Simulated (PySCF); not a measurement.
# AsN at PBE0

Computed with PBE0; As cc-pVTZ-PP with ECP10, N cc-pVTZ; scalar-relativistic core potentials (PySCF 2.14).

For AsN, the state is ⁵Σ⁺ (quintet), unpaired electrons π ↑↑↑↑, a second solution, started from another occupation and the bond length is 2.033 Å. The harmonic wavenumber is 547 cm⁻¹, the force constant is 2.08 mdyn/Å and the rotational constant Be is 0.3458 cm⁻¹. The anharmonicity ωexe is 2.83 cm⁻¹. The vibration–rotation constant αe is 0.00258 cm⁻¹ and the energy of the minimum from ground-state As + N is -1.01 eV. The bond order (Mayer) is 0.96 and the dipole moment (positive dipole means As(−)N(+)) is -1.27 D.

Spin–orbit coupling is left out.
